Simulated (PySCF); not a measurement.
# Nickel: highly charged ions in a basis for the neutral atom

Ni²¹⁺ [He] 2s2 2p3, Ni²²⁺ [He] 2s2 2p2. All numbers are calculated (PySCF 2.14, the spin-free X2C one-electron Hamiltonian (Gaussian nucleus), in cc-pVDZ-DK). No spin-orbit coupling, so a gap to NIST mixes the basis error with missing relativistic terms.

Changed run: basis of the neutral atom used for a highly charged ion. This setting is unsound on purpose.

```tsv
species	method	sound run (hartree)	changed run (hartree)	converged
Ni²¹⁺	UHF	not run	-1167.44244	yes
Ni²¹⁺	LDA	not run	-1164.91820	yes
Ni²¹⁺	PBE	not run	-1167.38391	yes
Ni²²⁺	UHF	not run	-1097.63053	yes
Ni²²⁺	LDA	not run	-1095.16198	yes
Ni²²⁺	PBE	not run	-1097.61982	yes
```

Ionisation energy of Ni²¹⁺:

| method | changed run (eV) | NIST (eV) |
| --- | --- | --- |
| UHF | 1899.7 | 1880 ± 5 |
| LDA | 1898.2 | 1880 ± 5 |
| PBE | 1898.4 | 1880 ± 5 |

The contracted functions were made for the neutral atom and can be too rigid for a highly charged ion.
